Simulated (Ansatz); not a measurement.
HF₃OSi (SMILES O[Si](F)(F)F), singlet, geometry from GFN2-xTB, with bond 4-2 at 2.4 times its length; CASSCF(2,4)/6-31G in Ansatz (an electronic-structure program).

The Ansatz input:
Ansatz 0.2 input:
```yaml
crystal:
  periodic: [false, false, false]
  atoms:
    - {symbol: O, position_ang: [1.49162366, -0.03290683, 0.59386608]}
    - {symbol: Si, position_ang: [0.01442175, -0.00089212, 0.01174131]}
    - {symbol: F, position_ang: [-0.29111548, -1.17049082, -1.00667196]}
    - {symbol: F, position_ang: [-2.37206975, -0.31662698, 2.91225557]}
    - {symbol: F, position_ang: [-0.33119589, 1.33024121, -0.76743276]}
    - {symbol: H, position_ang: [2.28545585, 0.03002563, 0.06903526]}
basis:
  gaussian:
    orbitals: 6-31G
hamiltonian:
  xc: hf
magnetization: {spin_polarized: false}
correlation: {active_space: {window: {electrons: 2, orbitals: 4}}}
```

Output, abridged:

```
Functional definition: HF
472 factors; integrals over basis functions are off by at most 2.7e-4 eV
mean field evaluation 1: about -18018.4582 eV, gradient 5.4e1 eV
mean field evaluation 2: about -18018.4636 eV, gradient 5.4e1 eV
mean field evaluation 4: about -18022.0054 eV, gradient 3.2e1 eV
mean field evaluation 8: about -18024.5248 eV, gradient 3.2e0 eV
mean field evaluation 16: about -18024.6467 eV, gradient 9.2e-5 eV
mean field -18024.64672643 eV, -662.3935496518 hartree, gradient 1.9e-6 eV, S^2 0.000000; 0 other end points of the search recorded, 0 dependent functions left out
reference -18024.64672643 eV, -662.3935496518 hartree; 25, 25 occupied and 26, 26 virtual orbitals, 472 factors
state -18029.23227225 eV, -662.5620653528 hartree
Total energy: -18029.23227225 eV, -662.5620653528 hartree
```
